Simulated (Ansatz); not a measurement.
```xyz
8

N    -0.7421   -0.6363   -1.9172
Zn   -0.1476   -0.1142   -0.2829
C     0.3892    0.3986    1.5237
F     1.6233    1.0575    1.4993
H    -1.0234    0.0632   -2.5885
H    -0.2577   -1.3738   -2.4076
H     0.4932   -0.4694    2.1827
H    -0.3348    1.0744    1.9905
```

Charge 0, multiplicity 1.

**Question.** List the r2SCAN/def2-TZVPP orbital energies in eV (Ansatz). (An estimate is asked.)

**Answer.** Computed: Occupied: -9434.94, -1144.36, -1006.97, -1006.96, -1006.88, -665.55, -384.39, -274.60, -130.27, -86.09, -86.04, -85.89, -30.90, -21.18, -17.37, -12.66, -12.48, -12.30, -11.89, -11.89, -11.72, -11.57, -10.92, -10.52, -8.90, -8.11, -6.63, -5.77. Lowest empty: -0.55, -0.43, -0.40, 1.55, 2.71, 2.93, 3.28, 3.53.
